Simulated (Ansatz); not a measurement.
## Worked example: a bond strength in SiHCl2O (SMILES [O][SiH](Cl)Cl)

SiHCl2O has 5 atoms, charge 0, and is taken as a doublet. As SMILES, `[O][SiH](Cl)Cl`. The shape was relaxed beforehand at B3LYP/def2-SVP.

```xyz
5

O     0.0899   -0.7273    1.5366
Si    0.0893   -0.0398    0.0123
Cl   -0.5248    1.9218    0.0662
Cl   -1.1226   -1.0762   -1.2858
H     1.5180   -0.1520   -0.3706
```

Wanted: the dissociation energy of the Si2–O1 bond into doublet SiHCl2 and triplet O (shapes relaxed at B3LYP/def2-SVP, no zero-point term). 1 Eh = 2625.50 kJ/mol = 27.2114 eV. Totals in Eh; open shells run unrestricted unless said.

| level | program | SiHCl2O | doublet SiHCl2 | triplet O |
| --- | --- | --- | --- | --- |
| USVWN5/def2-TZVP | Ansatz | -1281.192764 | -1206.458139 | -74.525567 |
| U-r2SCAN/def2-TZVP | Ansatz | -1285.732806 | -1210.497065 | -75.058615 |
| UMP2/def2-TZVP, 16 core orbitals frozen | Ansatz | -1284.209129 | -1209.076983 | -74.957293 |

**Question.** Work out the dissociation energy at each level.

**Answer.** 
1. USVWN5/def2-TZVP: (-1206.458139) + (-74.525567) − (-1281.192764) = 0.209058 Eh = 548.9 kJ/mol = 5.69 eV.
2. U-r2SCAN/def2-TZVP: (-1210.497065) + (-75.058615) − (-1285.732806) = 0.177126 Eh = 465.0 kJ/mol = 4.82 eV.
3. UMP2/def2-TZVP: (-1209.076983) + (-74.957293) − (-1284.209129) = 0.174853 Eh = 459.1 kJ/mol = 4.76 eV.

The levels span 459 to 549 kJ/mol; no measured value is set beside them. A bond enthalpy at 298 K also holds the loss of zero-point energy and thermal terms.
